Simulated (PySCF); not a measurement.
A run for PySCF: R-HF/3-21G on SbN, 2S+1 = 1, a spin state set in the input, which need not be the lowest, a point of a bond scan (R = 1.811 Å).

```python
from pyscf import gto, scf, dft, mp
from pyscf.data.elements import chemcore

mol = gto.M(
    atom='''
    N     0.00000000    0.00000000    0.00000000
    Sb    0.00000000    0.00000000    1.81119500
    ''',
    basis='3-21g',
    charge=0, spin=0, verbose=3, max_memory=1800)
mf = scf.RHF(mol)
mf.conv_tol = 1e-8
mf.max_cycle = 100
mf.kernel()
if not mf.converged:
    mf = mf.newton().run(mf.mo_coeff, mf.mo_occ)
```

It printed:

```
converged SCF energy = -6339.69373945739
```

The calculation finished and met its thresholds.

Cost: around 0.09 core-seconds (rough).
